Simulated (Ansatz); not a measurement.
Input for Ansatz (a first-principles code): U-B3LYP/cc-pVTZ on C2H6Ge (SMILES C=[CH][GeH3]), a point of a bond scan (R = 0.869 Å).

Ansatz 0.2 input:
```yaml
crystal:
  periodic: [false, false, false]
  atoms:
    - {symbol: Ge, position_ang: [0.66752956, -0.22973901, -0.11387387]}
    - {symbol: C, position_ang: [-1.03513912, 0.71643893, -0.15287768]}
    - {symbol: C, position_ang: [-2.06173156, 0.40467758, 0.63060035]}
    - {symbol: H, position_ang: [0.97400304, -0.84732256, -1.49145306]}
    - {symbol: H, position_ang: [0.58654611, -1.34383479, 0.94450911]}
    - {symbol: H, position_ang: [1.81429749, 0.73616834, 0.23968824]}
    - {symbol: H, position_ang: [-1.12007915, 1.37486919, -0.71392010]}
    - {symbol: H, position_ang: [-3.00082567, 0.94726023, 0.59013045]}
    - {symbol: H, position_ang: [-2.01242865, -0.40679883, 1.34893372]}
basis:
  gaussian:
    orbitals: cc-pVTZ
hamiltonian:
  xc: {name: B3LYP}
magnetization: {spin_polarized: true, initial_magnetization: 0}
```

It printed:

```
WARN ansatz: RAYON_NUM_THREADS=1 ignored (pool sized by the plan → 1); use --threads N
Functional definition: B3LYP
integrals: 0.10 GiB planned
1102 factors; their error is unknown
mean field: 1.20 GiB planned
mean field evaluation 1: about -58683.8060 eV, gradient 4.0e1 eV
mean field evaluation 2: about -58678.0521 eV, gradient 5.0e1 eV
mean field evaluation 4: about -58690.9558 eV, gradient 4.0e0 eV
mean field evaluation 8: about -58691.1888 eV, gradient 9.9e-2 eV
mean field evaluation 16: about -58691.1888 eV, gradient 1.2e-5 eV
mean field -58691.18880897 eV, -2156.8614064130 hartree, gradient 1.2e-5 eV, S^2 0.000000; 0 other end points of the search recorded, 0 dependent functions left out
reference -58691.18906187 eV, -2156.8614157069 hartree; 25, 25 occupied and 162, 162 virtual orbitals, 1102 factors
Total energy: -58691.18906187 eV, -2156.8614157069 hartree
```

Self-consistency was reached.

Cost: roughly 10 core-seconds.
